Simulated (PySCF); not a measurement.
Two species compared at the same levels of theory.

First species: ZnMeCl, CH₃ClZn (singlet state).
SMILES: `[CH3][Zn][Cl]`

Second species: C3H13OPSi2.
Z-matrix (Å and degrees, PBE0-D3(BJ)/def2-SVP geometry), rows numbered from 1:
```
C 
C   1  1.5271
C   2  1.5276  1  112.23
Si  2  1.8864  1  112.20  3   125.69
P   4  2.2679  2  109.28  1   -66.49
O   4  1.6650  2  109.97  1    57.69
Si  6  1.6543  4  147.19  2   -81.74
H   1  1.1015  2  112.12  3   178.05
H   1  1.1030  2  111.51  3   -61.14
H   1  1.1028  2  111.05  3    58.06
H   2  1.1069  1  108.30  3  -119.89
H   3  1.1028  2  111.03  1   -57.67
H   3  1.1027  2  111.32  1    61.78
H   3  1.1016  2  112.17  1  -177.93
H   4  1.4933  2  110.27  1   175.83
H   5  1.4300  4   93.61  2    75.52
H   5  1.4288  4   93.24  2   169.36
H   7  1.4940  6  110.04  4    92.65
H   7  1.4906  6  109.02  4  -147.65
H   7  1.4956  6  110.51  4   -27.41
```

Levels: PBE0/def2-SVPD for dipole moment, HOMO energy, LUMO energy, HOMO–LUMO gap, static isotropic polarisability and electronic spatial extent ⟨r²⟩ about the centre of nuclear charge; TDDFT PBE0/def2-SVPD for lowest singlet excitation; TDA PBE0/def2-SVPD for lowest triplet excitation (Tamm–Dancoff); PBE0-D3(BJ)/def2-SVP for rotational constant A and rotational constant C. Geometries: PBE0-D3(BJ)/def2-SVP. Each structure is a single optimised conformer of the isolated species, non-relativistic unless stated; the electronic structure was computed with PySCF and density fitting.

Dipoles, sizes and rotational constants follow the conformer. The torsions of the flexible species, by atom-mapped SMILES:
- `[CH3:1][CH:2]([CH3:3])[Si@@H:4]([PH2:5])[O:6][SiH3:7]`: C1–C2–Si4–P5 -66°, C2–Si4–O6–Si7 -82°, H–P5–Si4–C2 76°, H–P5–Si4–C2 169°

Problem. Which has the higher HOMO energy?

Solution. The second: -7.29 eV against -8.65 eV, a difference of 1.36 eV.

Problem. Which of the two has the higher static isotropic polarisability, and by how much?

Solution. The second: 119.9 au against 51.1 au, a difference of 68.8 au.

Problem. Which has the higher ⟨r²⟩?

Solution. The second: 1702 bohr² against 481 bohr², a difference of 1221 bohr².

Problem. Which of the two has the higher rotational constant C, and by how much?

Solution. The first: 2.496 GHz against 0.746 GHz, a difference of 1.750 GHz.

Problem. Which of the two has the higher LUMO energy, and by how much?

Solution. The second: 0.01 eV against -0.65 eV, a difference of 0.66 eV.

Problem. Which has the higher rotational constant A?

Solution. The first: 157.624 GHz against 1.661 GHz, a difference of 155.963 GHz.

Problem. Which of the two has the higher T1 energy, and by how much?

Solution. The first: 5.94 eV against 5.55 eV, a difference of 0.39 eV.

Problem. Which has the higher S1 energy?

Solution. The first: 6.76 eV against 6.18 eV, a difference of 0.58 eV.

On the first: S1 lies 1.24 eV below the HOMO–LUMO gap. In atomic units the dipole is 1.03 e·bohr (1 au = 2.5417 D).

On the second: S1 lies 1.12 eV below the HOMO–LUMO gap; its leading configuration is HOMO→LUMO, weight 0.51, beside HOMO→LUMO+2, weight 0.37.
